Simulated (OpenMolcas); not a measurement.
Computed levels of 5s² 5p³ in ions with 51 electrons, in cm-1 above ⁴S°_3/2.

```yaml
Program: OpenMolcas
Method: CASSCF
Basis: ANO-RCC-VQZP
Scalar_Hamiltonian: DKH2, point nucleus
Spin-orbit_coupling: state interaction with AMFI integrals over the reference wave functions, term energies averaged over their components
```

Active space for each ion: 3 electrons in 3 orbitals (5p).

| Level | Te+ | Xe3+ |
| --- | --- | --- |
| ²D°_3/2 | 14465 | 17469 |
| ²D°_5/2 | 16163 | 21262 |
| ²P°_1/2 | 26339 | 33988 |
| ²P°_3/2 | 28755 | 39826 |

Task: Estimate ²D°_3/2, ²D°_5/2 for I2+ from its neighbours Te+ and Xe3+.

Result: ²D°_3/2 is another term, which grows about linearly with the charge: (14465 + 17469) / 2 = 15967. The calculation gives 16022, so the estimate is off by -0.3 %.
²D°_5/2 is another term, which grows about linearly with the charge: (16163 + 21262) / 2 = 18712. The calculation gives 18659, so the estimate is off by +0.3 %.

With the s shell closed, the reference lacks s² → p² mixing. Levels of configurations outside the active space are missing.

° marks odd parity.
